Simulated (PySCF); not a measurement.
C₄H₄N, SMILES C1=C[N]C=C1 (connectivity only; charge and spin as stated), charge -1, multiplicity 1.

Geometry: B3LYP-D3(BJ)/def2-SVPD. The multiplicity is an assumed one; other spin states were not compared. The isomer is the one that the SMILES or the coordinates give; other isomers of the formula were not compared.

Two levels are set side by side: PBE/def2-SVPD (PySCF) and HF/def2-SVPD (PySCF). Same geometry, gas phase. Differences are taken from unrounded values.

```json
[
 {"quantity": "orbital gap (eV)", "HF": "9.28", "PBE": "4.02", "PBE minus HF": "-5.27"},
 {"quantity": "highest occupied level (eV)", "HF": "-2.11", "PBE": "0.76", "PBE minus HF": "2.87"},
 {"quantity": "lowest empty level (eV)", "HF": "7.17", "PBE": "4.78", "PBE minus HF": "-2.39"},
 {"quantity": "mean polarisability (bohr³)", "HF": "59.8", "PBE": "65.4", "PBE minus HF": "5.6"}
]
```

Without exact exchange PBE keeps part of each electron's self-repulsion, which lifts occupied levels and narrows the gap. PBE's more diffuse valence density responds more strongly to a field. Differences between two approximate levels are no errors against the true value.

Rough cost on one machine, each run with all the roots and properties that it gave: HF against PBE about 1/6.
